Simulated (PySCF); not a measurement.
Tc²⁺: excitation energy

Tc²⁺ [Kr] 4d5 (6S) → Tc²⁺ [Kr] 4d4 5s1 (6D), as a difference of total energies. Calculation: PySCF 2.14, in aug-cc-pwCVDZ-PP with ECP28MDF (6s6p5d3f, 70 functions); a scalar-relativistic core potential. Correlated levels: valence: 4s2 4p6 frozen; valence and next inner shell: nothing frozen outside the core potential. The calculations carry no spin-orbit coupling.

| method | excitation energy (cm⁻¹) |
| --- | --- |
| UHF | 46452 |
| LDA | 42018 |
| PBE | 42962 |
| PBE0 | 45123 |
| r2SCAN | 44266 |
| MN15 | 44312 |
| B3LYP | 43313 |
| BLYP | 41493 |
| CAM-B3LYP | 43940 |
| MP2 (valence) | 47893 |
| SCS-MP2 (valence) | 46933 |
| MP2 (valence and next inner shell) | 45465 |
| SCS-MP2 (valence and next inner shell) | 45246 |
